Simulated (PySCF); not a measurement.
**As: excitation energy**

As [Ar] 3d10 4s2 4p3 (4S) → As [Ar] 3d10 4s1 4p3 5s1 (6S), as a difference of total energies. Calculation: PySCF 2.14, in aug-cc-pVQZ-PP with ECP10MDF (7s6p5d3f2g, 89 functions); a scalar-relativistic core potential. Correlated levels: valence: 3s2 3p6 3d10 frozen. The calculations carry no spin-orbit coupling.

| method | excitation energy (eV) |
| --- | --- |
| UHF | 10.998 |
| MP2 (valence) | 12.341 |
| SCS-MP2 (valence) | 12.786 |
| CCSD (valence) | 12.460 |
| CCSD(T) (valence) | 12.531 |

Problem. How much does correlation contribute at CCSD(T) (valence)?

Solution. 12.531 − (10.998) = 1.533 eV, measured against UHF.

The upper state lies above the first ionisation limit, but in LS coupling its spin forbids autoionisation to the ground ion. A Rydberg-like electron needs more diffuse functions than a valence basis has.

The promoted electron is Rydberg-like, and one or two diffuse shells describe it only roughly, which tends to raise the upper state.
